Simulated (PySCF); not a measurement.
**Ions at one geometry of [HfH3(NH3)]+**

PySCF 2.14.0, RKS PBE0, Hf def2-SVP with ECP60, H def2-SVP, N def2-SVP; non-relativistic Hamiltonian with scalar-relativistic core potentials where named; density fitting; no spin-orbit coupling; singlets restricted, open shells unrestricted. The geometry is relaxed for charge +1, singlet, vacuum:

```xyz
8

Hf    0.1074   -0.1074    0.1074
H     1.4170    0.9081    0.8337
H    -0.9081   -0.8337    1.4170
H     0.8337   -1.4170   -0.9081
N    -1.2117    1.2117   -1.2117
H    -2.1947    1.2444   -0.9061
H    -0.9061    2.1947   -1.2444
H    -1.2444    0.9061   -2.1947
```

Energies count from the relaxed state; an electron taken off or put on is at rest in vacuum. Charges and spins are Mulliken's.

```csv
state,energy (eV),spin squared,charge on Hf1 (e),spin on Hf1 (e),dipole about the centre of mass (D)
"charge +1, singlet, vacuum",0.00,0.00,1.30,0.00,7.19
"charge 0, doublet, vacuum",-5.05,0.75,0.70,1.09,7.84
```

What does the state charge +2, doublet, vacuum give?

energy (eV) 15.55, spin squared 0.77, charge on Hf1 (e) 1.48, spin on Hf1 (e) 0.16, dipole about the centre of mass (D) 5.29.

With an electron taken off (doublet) the charges change, summed by element, by Hf +0.19 e, H +0.81 e, N +0.01 e. The vertical ionisation energy is 15.55 eV, against −ε(HOMO) = 13.15 eV of the relaxed state. The level lies 2.4 eV too high, as is usual for semilocal functionals and global hybrids, which keep a self-interaction error.

With an electron put on (doublet) the charges change, summed by element, by Hf -0.60 e, H -0.44 e, N +0.04 e. The vertical electron affinity is 5.05 eV, against −ε(LUMO) = 7.01 eV of the relaxed state.

Open shells may have lower solutions than those found.
